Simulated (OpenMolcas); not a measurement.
Ge3+: CASPT2 settings compared

| Quantity | Value |
| --- | --- |
| Program | OpenMolcas 26.06 |
| Basis | ANO-R2 [6s5p4d3f1g] |
| Scalar Hamiltonian | X2C, finite nucleus |
| Active space | 1 electron in 4 orbitals (4s 4p) |
| State averaging | 2S+1 = 2 even, 1 root; 2S+1 = 2 odd, 3 roots |
| Spin-orbit coupling | RASSI with atomic mean-field integrals over the reference wave functions, term energies averaged over their components |

Methods on the same reference wave functions:
A. CASSCF
B. SS-CASPT2, IPEA 0.5 Eh, real shift 0.4 Eh (closed shells correlated: 3d)
C. SS-CASPT2, IPEA 0.6 Eh, sigma1 regulariser 0.2 Eh (closed shells correlated: 3d)

Energies in cm-1 above 4s 2S 1/2, the measured ground level; measured values from Sugar and Musgrove, J. Phys. Chem. Ref. Data 22, 1213 (1993).

```tsv
Level	A	B	C	Measured
4s 2S 1/2	0.0	0.0	0.0	0.0
4p 2P* 1/2	78304	80292	80290	81311
4p 2P* 3/2	80620	82608	82605	84102
```

Deviations, from unrounded energies. A percentage is the sum of absolute deviations over the sum of measured energies, with the sign that they share, or ± where signs differ.

| Against measurement | Levels | A | B | C |
| --- | --- | --- | --- | --- |
| mean absolute deviation (cm-1) | 2 | 3200 | 1300 | 1300 |
| other configurations (%) | 2 | -3.9 | -1.5 | -1.5 |

B, C lie about equally close to measurement and A furthest from it. The largest miss of B in the table is 4p 2P* 3/2, by -1500 cm-1. The ranking rests on the paired levels alone, and a cruder setting can come out closer through cancelling errors.

Between B and C no level of the table moves by more than 5 cm-1.

The lowest spin-free term lies below A's lowest term by 0.435 hartree in B, 0.436 hartree in C.

With one active electron the reference holds no correlation, so core polarisation is missing (holds for A). With one active electron, CASPT2 adds the correlation within the correlated inactive shells and between them and that electron, and leaves the splitting within a term as the reference gives it (holds for B; C). Measured partners are found by configuration, term and J. A level has none where our copy of the source lacks it or the pairing is in doubt (some pairs that miss far off the trend of their configuration count as doubtful), and it then counts in no deviation. Levels of configurations outside the active space are missing.

* marks odd parity.
